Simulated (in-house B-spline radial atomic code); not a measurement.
**Ionising Ti XVI (Ti15+) with different functionals**

Computed with a B-spline radial code for spherical atoms: scalar-relativistic (spin-free X2C) Hamiltonian, Fermi nucleus of rms radius 3.5921 fm, spin-polarised at highest spin, spherical fractional occupations for the functionals. The ionisation energy is the difference of two self-consistent energies, [He] 2s2 2p3 → [He] 2s2 2p2, without Breit or QED terms; ε is the level of the shell that loses the electron (its least bound occupied spin orbital).

Hybrids are left out here: with spherical fractional occupations of an open shell their exact exchange keeps a self-interaction that integer-occupation calculations don't have.

```
  method      rung  ΔSCF (eV)  -ε(2p) (eV)
LDA VWN5       LDA    1046.83      1005.00
LDA PW92       LDA    1046.82      1004.99
    BLYP       GGA    1048.10      1006.16
 revTPSS  meta-GGA    1047.93      1006.35
```

Problem. How do they compare with the NIST value?

Solution. NIST lists 1042.5 eV ± 0.8 (semi-empirical, ground level to ground level). Errors run from +4.32 to +5.60 eV. The correlated functionals all miss on the same side by more than they spread, so the cause is common to them (spin-orbit coupling, Breit-QED terms, multiplet and fine-structure energies, or a listed next ion that isn't the cheapest removal here) and closeness doesn't rank the functionals.
